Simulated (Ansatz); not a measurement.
C$_{2}$H$_{10}$N$_{2}$Si (`CN[SiH2]NC`), relaxed with RKS PBE-D4/def2-SVP in Ansatz 0.2.0 from a rough embedded geometry. The force threshold is 0.03 eV/Å; the program also tests the step.

Charge 0, multiplicity 1.

Start:

```xyz
15

C    -1.272   -0.067    1.741
N    -1.244    0.633    0.459
Si   -0.830   -0.094   -1.034
N     0.795    0.429   -1.188
C     1.883   -0.226   -0.503
H    -0.318   -0.407    2.003
H    -1.954   -0.853    1.679
H    -1.642    0.680    2.526
H    -0.663    1.462    0.518
H    -0.854   -1.523   -0.976
H    -1.603    0.530   -2.117
H     1.029    0.454   -2.204
H     1.824   -0.167    0.615
H     2.835    0.376   -0.743
H     2.015   -1.227   -0.775
```

```
         step  energy (eV)  largest force (eV/Å)  largest move (Å)
            1  -13077.5595                 3.487             0.000
            2  -13078.2617                 0.974             0.191
            3  -13078.3817                 0.441             0.200
            4  -13078.4101                 0.432             0.134
            5  -13078.4315                 0.239             0.049
            6  -13078.4556                 0.252             0.190
 7 (rejected)  -13078.4551                 0.388             0.177
            8  -13078.4658                 0.065             0.086
            9  -13078.4712                 0.100             0.096
           10  -13078.4759                 0.298             0.148
           11  -13078.4816                 0.230             0.053
           12  -13078.4878                 0.233             0.115
           13  -13078.4897                 0.276             0.114
           14  -13078.4910                 0.181             0.019
15 (rejected)  -13078.4909                 0.090             0.040
           16  -13078.4920                 0.014             0.019
```

End:

```xyz
15

C    -1.543    0.019    1.866
N    -0.774    0.555    0.761
Si   -0.698   -0.072   -0.860
N     0.907    0.206   -1.467
C     2.131   -0.229   -0.820
H    -0.963    0.016    2.816
H    -1.813   -1.036    1.652
H    -2.498    0.562    2.063
H    -0.436    1.510    0.909
H    -1.164   -1.502   -0.682
H    -1.566    0.567   -1.922
H     1.003    0.433   -2.459
H     1.945   -0.341    0.268
H     2.947    0.519   -0.933
H     2.522   -1.207   -1.193
```

Run time 22 s (4 threads of a server CPU on a shared host); peak host memory 0.19 GiB.
